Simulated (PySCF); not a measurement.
**Löwdin shares of the frontier orbitals**

C3H14Si3.
Cartesian coordinates in Å at the GFN2-xTB level; atoms count from 1:
```xyz
20
C3H14Si3 angstrom
C     -2.3411    1.2805    0.3663
C     -1.2921    0.5880   -0.5039
Si    -1.9751   -1.0495   -1.1948
Si     0.3473    0.4047    0.4555
C      1.6719   -0.4232   -0.6202
Si     3.4035   -0.4817    0.1472
H     -3.2672    1.4428   -0.1841
H     -1.9825    2.2477    0.7158
H     -2.5740    0.6768    1.2410
H     -1.0950    1.2408   -1.3618
H     -2.2509   -1.9756   -0.0936
H     -3.2236   -0.7895   -1.9205
H     -1.0181   -1.6555   -2.1234
H      0.8019    1.7456    0.8590
H      0.1190   -0.3929    1.6689
H      1.7293    0.0927   -1.5789
H      1.3556   -1.4413   -0.8466
H      3.8862    0.8773    0.3997
H      4.3286   -1.1483   -0.7768
H      3.3709   -1.2286    1.4059
```

The calculation used PySCF 2.14.0, density-fitted response routines, TDDFT PBE0/def2-SVPD, vertical, gas phase, core orbitals frozen in the response.

Frontier orbitals with the atoms that hold most of them (Löwdin shares over 4%, at most four atoms; ? is withheld):

```json
{"orbital": "HOMO-3", "ε (eV)": "-9.34", "atoms": "C5 23%, Si6 22%, H18 12%, Si3 10%"}
{"orbital": "HOMO-2", "ε (eV)": "-9.01", "atoms": "Si4 18%, H15 14%, C2 13%, C5 13%"}
{"orbital": "HOMO-1", "ε (eV)": "-8.56", "atoms": "?"}
{"orbital": "HOMO", "ε (eV)": "-7.99", "atoms": "?"}
{"orbital": "LUMO", "ε (eV)": "?", "atoms": "Si6 17%, Si4 16%, Si3 11%, C5 9%"}
{"orbital": "LUMO+1", "ε (eV)": "0.35", "atoms": "Si4 13%, Si3 12%, Si6 10%, C1 9%"}
{"orbital": "LUMO+2", "ε (eV)": "0.83", "atoms": "Si3 22%, Si6 12%, Si4 9%, C1 7%"}
```

Question: Which atoms hold the HOMO-1, and with what shares?

Answer: C2 (bonded to C, 2 Si and H) 19%; C5 (bonded to 2 Si and 2 H) 18%; Si4 (bonded to 2 C and 2 H) 12%; Si3 (bonded to C and 3 H) 11%. By element: carbon 36% or more, silicon 22% or more.

Question: Which atoms hold the HOMO, and with what shares?

Answer: C2 (bonded to C, 2 Si and H) 30%; Si4 (bonded to 2 C and 2 H) 15%; C5 (bonded to 2 Si and 2 H) 9%; Si3 (bonded to C and 3 H) 9%. By element: carbon 39% or more, silicon 24% or more.

Question: What is the LUMO energy, and the HOMO–LUMO gap?

Answer: ε(LUMO) = 0.23 eV; the gap is 8.22 eV (0.3021 hartree).

Question: How does S1 compare with the orbital gap of 8.22 eV?

Answer: S1 is at 7.13 eV (f = 0.025), 1.09 eV below the gap, made of HOMO→LUMO (79%), HOMO→LUMO+1 (18%). 

Question: Give energy, strength and leading configuration of S1, S2 and S3, and follow the Löwdin shares of the leading atoms from the occupied to the empty orbital.

Answer: 
- S1 (7.13 eV, f 0.025), HOMO→LUMO (79%): C2 30% → at most 10%, Si4 15% → 16%, Si6 at most 10% → 17%
- S2 (7.25 eV, f 0.032), HOMO→LUMO+1 (78%): C2 30% → at most 9%, Si4 15% → 13%, Si3 9% → 12%
- S3 (7.68 eV, f 0.045), HOMO-1→LUMO (91%): C2 19% → at most 10%, C5 18% → 9%, Si6 at most 11% → 17%, Si4 12% → 16%

Löwdin shares depend on the basis, the more so with diffuse functions.

One conformer stands for the species.

Without π bonds the low states are Rydberg-like; a valence basis with one diffuse set may place them up to an eV too high.
